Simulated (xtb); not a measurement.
(3E)-2,4-difluoropenta-1,3-diene (C₅H₆F₂), SMILES C=C(F)/C=C(\C)F. All values are semi-empirical tight-binding results from xtb (GFN2-xTB unless named), good for trends rather than for accurate numbers. Geometry: GFN2-xTB. Other conformers were not sampled.

Optimised geometry:

Bond lengths (Å): C1–C2 1.329, C1–H8 1.073, C1–H9 1.075, C2–F3 1.356, C2–C4 1.444, C4–C5 1.335, C4–H10 1.080, C5–C6 1.486, C5–F7 1.354, C6–H11 1.088, C6–H12 1.086, C6–H13 1.090. Bond angles (°): C2–C1–H8 121.0, C2–C1–H9 121.0, H8–C1–H9 118.0, C1–C2–F3 118.2, C1–C2–C4 125.6, F3–C2–C4 116.2, C2–C4–C5 126.9, C2–C4–H10 114.8, C5–C4–H10 118.3, C4–C5–C6 130.5, C4–C5–F7 116.6, C6–C5–F7 112.9, C5–C6–H11 109.2, C5–C6–H12 111.1, C5–C6–H13 110.3, H11–C6–H12 109.6, H11–C6–H13 108.5, H12–C6–H13 108.0.

A frequency run showed that this geometry is not a minimum.

```json
{
  "orbital_gap": "3.55 eV",
  "dipole_moment": "0.75 D",
  "static polarisability (D4 model)": "62.6 bohr³",
  "solvation energy, GFN2-xTB/ALPB(water)": "-2.9 kcal/mol",
  "solvation energy, GFN2-xTB/ALPB(acetonitrile)": "-4.8 kcal/mol"
}
```

Computed IR lines (harmonic; lines under 4 % of the strongest left out, lines within 3 cm⁻¹ merged):
ν (cm⁻¹): 599 (w), 842 (w), 847 (m), 906 (m), 954 (m), 1026 (w), 1163 (s), 1260 (w), 1304 (s), 1399 (m), 1452 (w), 1667 (w), 1690 (vs), 3180 (w) (against the strongest line: vs over 80 %, s over 45 %, m over 15 %, w over 4 %, vw less). 1 imaginary mode(s) remain.

Computed atomic charges and the Wiberg bond orders between heavy atoms:
charges (e) C1 -0.12, C2 0.17, F3 -0.23, C4 -0.08, C5 0.18, C6 -0.12, F7 -0.22, H8 0.06, H9 0.07, H10 0.07, H11 0.07, H12 0.08, H13 0.08. Bond orders C1–C2 1.80, C2–F3 0.95, C2–C4 1.11, C4–C5 1.74, C5–C6 1.04, C5–F7 0.96.
